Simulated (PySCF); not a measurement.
F5Sb, charge +1, doublet, geometry from GFN2-xTB (a state made from the parent by changing its charge; the spin is typed, not shown lowest) (all electrons, no relativity); PySCF with PBE0/STO-3G.

Here is a job for PySCF.
```python
from pyscf import gto, scf, dft

mol = gto.Mole()
mol.atom = '''
    Sb    0.00964327   -0.00302559   -0.01423230
    F     1.00392385   -0.64141033    1.57706820
    F    -1.57346652    0.90042129   -0.79329390
    F     0.60238923    1.82142470    0.48519056
    F     1.08525452   -0.50053220   -1.48642043
    F    -1.17274624   -1.56275844    0.29810525
'''
mol.basis = 'sto-3g'
mol.charge = 1
mol.spin = 1
mol.verbose = 4
mol.build()

mf = dft.UKS(mol)
mf.xc = 'pbe0'
mf.kernel()
mo_i, mo_e, stable_i, stable_e = mf.stability(internal=True, external=False, return_status=True, nroots=6, tol=1e-6)
print('internally stable:', stable_i, ' externally stable:', stable_e)
if not stable_i:
    umf = mf.copy()
    umf.scf_summary = {}
    umf.kernel(umf.make_rdm1(mo_i, mf.mo_occ))
```

The log (banner, timings and long lists left out):

```
PySCF version 2.14.0

[INPUT] verbose = 4
[INPUT] num. atoms = 6
[INPUT] num. electrons = 95
[INPUT] charge = 1
[INPUT] spin (= nelec alpha-beta = 2S) = 1
[INPUT] symmetry False subgroup None
[INPUT] Mole.unit = angstrom
[INPUT] Symbol           X                Y                Z      unit          X                Y                Z       unit  Magmom
[INPUT]  1 Sb     0.009643270000  -0.003025590000  -0.014232300000 AA    0.018223139245  -0.005717536465  -0.026895149123 Bohr   0.0
[INPUT]  2 F      1.003923850000  -0.641410330000   1.577068200000 AA    1.897141126419  -1.212089857167   2.980226977761 Bohr   0.0
[INPUT]  3 F     -1.573466520000   0.900421290000  -0.793293900000 AA   -2.973420788972   1.701549634828  -1.499108207288 Bohr   0.0
[INPUT]  4 F      0.602389230000   1.821424700000   0.485190560000 AA    1.138350665088   3.441993839518   0.916877276624 Bohr   0.0
[INPUT]  5 F      1.085254520000  -0.500532200000  -1.486420430000 AA    2.050833818246  -0.945868774526  -2.808927518658 Bohr   0.0
[INPUT]  6 F     -1.172746240000  -1.562758440000   0.298105250000 AA   -2.216169207213  -2.953185450453   0.563337278795 Bohr   0.0

nuclear repulsion = 760.205890784914
number of shells = 26
number of NR pGTOs = 156
number of NR cGTOs = 52
basis = sto-3g
ecp = {}

******** <class 'pyscf.dft.uks.UKS'> ********
method = UKS
initial guess = minao
damping factor = 0
level_shift factor = 0
DIIS = <class 'pyscf.scf.diis.CDIIS'>
diis_start_cycle = 1
diis_space = 8
diis_damp = 0
SCF conv_tol = 1e-09
SCF conv_tol_grad = None
SCF max_cycles = 50
direct_scf = True
direct_scf_tol = 1e-13
number electrons alpha = 48  beta = 47
XC library pyscf.dft.libxc version 7.1.2
    S. Lehtola, C. Steigemann, M. J. T. Oliveira, and M. A. L. Marques,  SoftwareX 7, 1–5 (2018)
XC functionals = pbe0
    C. Adamo and V. Barone,  J. Chem. Phys. 110, 6158 (1999)
    M. Ernzerhof and G. E. Scuseria,  J. Chem. Phys. 110, 5029 (1999)
radial grids:
    Treutler-Ahlrichs [JCP 102, 346 (1995); DOI:10.1063/1.469408] (M4) radial grids

becke partition: Becke, JCP 88, 2547 (1988); DOI:10.1063/1.454033
pruning grids: <function nwchem_prune>
grids dens level: 3
symmetrized grids: False
atomic radii adjust function: <function treutler_atomic_radii_adjust>
small_rho_cutoff = 0
Set gradient conv threshold to 3.16228e-05
tot grids = 93272
init E= -6726.57668478349

cycle= 1 E= -6744.24530115531  delta_E= -17.7  |g|= 0.267  |ddm|= 2.36
cycle= 2 E= -6744.23581819418  delta_E= 0.00948  |g|= 0.311  |ddm|= 1.04
cycle= 3 E= -6744.29182346062  delta_E= -0.056  |g|= 0.161  |ddm|= 0.714
cycle= 4 E= -6744.28271097543  delta_E= 0.00911  |g|= 0.187  |ddm|= 0.629
cycle= 5 E= -6744.31392858025  delta_E= -0.0312  |g|= 0.0334  |ddm|= 0.429
cycle= 6 E= -6744.31495071662  delta_E= -0.00102  |g|= 0.00432  |ddm|= 0.0624
cycle= 7 E= -6744.31495376818  delta_E= -3.05e-06  |g|= 0.00502  |ddm|= 0.0179
cycle= 8 E= -6744.31497636898  delta_E= -2.26e-05  |g|= 0.000673  |ddm|= 0.00994
cycle= 9 E= -6744.31497887691  delta_E= -2.51e-06  |g|= 0.00131  |ddm|= 0.00892
cycle= 10 E= -6744.31498064417  delta_E= -1.77e-06  |g|= 0.000834  |ddm|= 0.0041
cycle= 11 E= -6744.31498186292  delta_E= -1.22e-06  |g|= 0.000746  |ddm|= 0.00551
cycle= 12 E= -6744.3149828649  delta_E= -1e-06  |g|= 0.000533  |ddm|= 0.00428
cycle= 13 E= -6744.31498369818  delta_E= -8.33e-07  |g|= 0.000235  |ddm|= 0.00392
cycle= 14 E= -6744.31498433956  delta_E= -6.41e-07  |g|= 0.000148  |ddm|= 0.0039
cycle= 15 E= -6744.31498596701  delta_E= -1.63e-06  |g|= 0.000241  |ddm|= 0.0117
cycle= 16 E= -6744.31498845754  delta_E= -2.49e-06  |g|= 0.000158  |ddm|= 0.0221
cycle= 17 E= -6744.31498947753  delta_E= -1.02e-06  |g|= 0.000191  |ddm|= 0.0134
cycle= 18 E= -6744.31499007249  delta_E= -5.95e-07  |g|= 7.26e-05  |ddm|= 0.0109
cycle= 19 E= -6744.31499031727  delta_E= -2.45e-07  |g|= 4.84e-05  |ddm|= 0.00679
cycle= 20 E= -6744.3149904554  delta_E= -1.38e-07  |g|= 5.79e-05  |ddm|= 0.00472
cycle= 21 E= -6744.31499053293  delta_E= -7.75e-08  |g|= 4.48e-05  |ddm|= 0.0043
cycle= 22 E= -6744.31499054235  delta_E= -9.42e-09  |g|= 3.7e-05  |ddm|= 0.000437
cycle= 23 E= -6744.31499054544  delta_E= -3.1e-09  |g|= 2.62e-05  |ddm|= 0.00112
cycle= 24 E= -6744.31499064715  delta_E= -1.02e-07  |g|= 1.42e-05  |ddm|= 0.00604
cycle= 25 E= -6744.31499065846  delta_E= -1.13e-08  |g|= 6.88e-06  |ddm|= 0.00198
cycle= 26 E= -6744.31499066013  delta_E= -1.68e-09  |g|= 1.66e-05  |ddm|= 0.000547
cycle= 27 E= -6744.31499065955  delta_E= 5.84e-10  |g|= 7.06e-06  |ddm|= 0.000648
Extra cycle  E= -6744.31499065882  delta_E= 7.29e-10  |g|= 3.16e-05  |ddm|= 7.84e-05
converged SCF energy = -6744.31499065882  <S^2> = 0.7552065  2S+1 = 2.0051997
uhf_internal: lowest eigs of H = [0.00434385 0.01280697 0.01432603 0.01459553 0.03394588 0.03681596]
<class 'pyscf.dft.uks.UKS'> wavefunction is stable in the internal stability analysis
internally stable: True  externally stable: None
```
